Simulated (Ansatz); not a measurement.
The pair A = SiH4 (SMILES [SiH4]) (first 5 atoms), B = CH3NO (SMILES NC=O); geometry from B3LYP-D3(BJ)/def2-TZVP.
(charge 0, multiplicity 1):
```xyz
11

Si    -0.0140    -0.0004     0.1624
H      0.6147     1.0408     1.0129
H      0.2391     0.3896    -1.2487
H     -1.4700    -0.0371     0.3943
H      0.6207    -1.3088     0.4132
N      0.8352     0.5581     4.0270
C     -0.0448    -0.4688     4.0483
O     -0.5991    -0.9288     3.0732
H      1.0584     0.9992     3.1485
H      1.2561     0.9000     4.8724
H     -0.2158    -0.8631     5.0659
```

Correlated levels freeze the cores. MP2 and its Hartree–Fock in aug-cc-pV(T+d)Z are density fitted.

Codes used: Ansatz (Gaussian basis) for Hartree–Fock, density functionals and correlated methods. Values without a source in brackets are computed.

The counterpoise-corrected interaction energy is E(AB) − E(A in the pair's basis) − E(B in the pair's basis). Total energies (hartree):

```json
[
 {"level": "HF/aug-cc-pV(D+d)Z", "AB": "-460.2149207", "A in the pair's basis": "-291.2502797", "B in the pair's basis": "-168.9640574"},
 {"level": "MP2/aug-cc-pV(D+d)Z", "AB": "-460.8503801", "A in the pair's basis": "-291.3723350", "B in the pair's basis": "-169.4743725"},
 {"level": "HF/aug-cc-pV(T+d)Z", "AB": "-460.2692122", "A in the pair's basis": "-291.2635832", "B in the pair's basis": "-169.0050214"},
 {"level": "MP2/aug-cc-pV(T+d)Z", "AB": "-461.0345617", "A in the pair's basis": "-291.4094167", "B in the pair's basis": "-169.6208951"},
 {"level": "CCSD(T)/aug-cc-pV(D+d)Z", "AB": "-460.9206734", "A in the pair's basis": "-291.4071720", "B in the pair's basis": "-169.5097661"}
]
```

### Question
Work out the counterpoise-corrected interaction energy at the basis-set limit: extrapolate the MP2 correlation part as X⁻³, take Hartree–Fock from the larger set, and add the CCSD(T) − MP2 difference of aug-cc-pV(D+d)Z.

### Answer

1. Differences (1 hartree = 627.509 kcal/mol): HF/aug-cc-pV(D+d)Z -0.366; MP2/aug-cc-pV(D+d)Z -2.305; HF/aug-cc-pV(T+d)Z -0.381; MP2/aug-cc-pV(T+d)Z -2.667; CCSD(T)/aug-cc-pV(D+d)Z -2.344.
2. Correlation parts, MP2 less HF: -1.938 in aug-cc-pV(D+d)Z (X = 2), -2.286 in aug-cc-pV(T+d)Z (X = 3).
3. Limit (3³·(-2.286) − 2³·(-1.938))/(3³ − 2³) = -2.432; with HF/aug-cc-pV(T+d)Z it gives -2.813.
4. CCSD(T) less MP2 in aug-cc-pV(D+d)Z: -0.039.
Result: -2.85 kcal/mol, against -2.30 at MP2/aug-cc-pV(D+d)Z. It is an estimate of this method's limit, not of the exact value.

Ansatz is a first-principles code.
